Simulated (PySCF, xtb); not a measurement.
penta-1,4-dien-3-amine (C5H9N), SMILES C=CC(N)C=C.

xtb 6.7.1 with GFN2-xTB at its own geometry gives an orbital gap of 4.01 eV and a dipole moment of 1.40 D.

Coordinates come from a B3LYP-D3(BJ)/def2-SVP optimisation. One conformer was computed; it need not be the lowest.

Q: What does CAM-B3LYP/def2-TZVP (PySCF) give? (The exact figures need the calculation; the answer reports its results.)

A: gap 9.12 eV (levels -8.35 and 0.78 eV), dipole 1.27 D.
